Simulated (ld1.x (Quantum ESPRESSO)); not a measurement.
## Ge, PAW: configuration errors across variants

```json
{
 "Element": "germanium",
 "Generator": "ld1.x (Quantum ESPRESSO) 7.5",
 "Type": "PAW",
 "Functional": "PBEsol",
 "Relativity": "scalar-relativistic",
 "Frozen core": "[Ar]",
 "Valence charge": "14",
 "Reference configuration": "3d10 4s2 4p1 (charge +1)",
 "Partial waves": "4s (bound): rcut 1.40, rcutus 1.80 bohr; 4s channel at -0.95 Ry: rcut 1.40, rcutus 1.80 bohr; 4p (bound): rcut 1.80, rcutus 1.95 bohr; 4p channel at 0.35 Ry: rcut 1.80, rcutus 1.95 bohr; 3d (bound): rcut 0.70, rcutus 0.75 bohr; 3d channel at 1.55 Ry: rcut 0.70, rcutus 0.75 bohr",
 "Local potential": "all-electron potential smoothed inside 1.55 bohr (lloc = -1)",
 "Core correction": "Bessel-smoothed model core, default radius (core density twice the valence density)",
 "Augmentation charge": "BESSEL, radius 0.75 bohr"
}
```

All-electron excitation energies from the reference (eV): (1) 3d10 4s2 4p2 -7.453; (2) 3d10 4s2 4p0 15.449; (3) 3d10 4s1 4p0 50.237; (4) 3d9 4s2 4p3 22.172; (5) 3d10 4s0 4p0 96.371; (6) 3d9 4s2 4p2 31.238; (7) 3d10 4s1 4p3 0.528.

1 further variants failed, have other tests or too few solved ones, and are left out.

Errors AE − PS in meV (a dash: test not solved or not reliable):

| change | (1) | (2) | (3) | (4) | (5) | (6) | (7) | bound ghosts |
| --- | --- | --- | --- | --- | --- | --- | --- | --- |
| base | +1.0 | -2.0 | -7.2 | -188 | -26 | -199 | +0.2 | none |
| waves 3d (bound): rcut 0.50, rcutus 0.54 bohr; 3d channel at 1.55 Ry: rcut 0.50, rcutus 0.54 bohr | +1.0 | -2.0 | -7.6 | – | – | – | – | none |
| waves 3d (bound): rcut 0.62, rcutus 0.66 bohr; 3d channel at 1.55 Ry: rcut 0.62, rcutus 0.66 bohr | +1.0 | -2.0 | -7.9 | -191 | -29 | -201 | +0.2 | none |
| waves 3d (bound): rcut 0.66, rcutus 0.70 bohr; 3d channel at 1.55 Ry: rcut 0.66, rcutus 0.70 bohr | +1.0 | -2.0 | -7.8 | -191 | -28 | -201 | +0.2 | none |
| waves 3d (bound): rcut 0.70, rcutus 0.82 bohr; 3d channel at 1.55 Ry: rcut 0.70, rcutus 0.82 bohr | +1.0 | -1.9 | -5.4 | -181 | -18 | -192 | +0.2 | none |
| waves 3d (bound): rcut 0.70, rcutus 0.88 bohr; 3d channel at 1.55 Ry: rcut 0.70, rcutus 0.88 bohr | +1.1 | -1.6 | -3.0 | -171 | -9.5 | -183 | +0.2 | none |
| waves 3d (bound): rcut 0.70, rcutus 1.06 bohr; 3d channel at 1.55 Ry: rcut 0.70, rcutus 1.06 bohr | +1.1 | -1.7 | -3.7 | -141 | -13 | -151 | +0.2 | none |
| waves 3d (bound): rcut 0.70, rcutus 1.10 bohr; 3d channel at 1.55 Ry: rcut 0.70, rcutus 1.10 bohr | +1.1 | -1.8 | -4.3 | -133 | -15 | -142 | +0.2 | none |

Question: Give the same row for: waves 3d (bound): rcut 0.70, rcutus 0.94 bohr; 3d channel at 1.55 Ry: rcut 0.70, rcutus 0.94 bohr.

Answer: +1.1, -1.5, -2.0, -163, -5.6, -175, +0.2; bound ghosts: none.
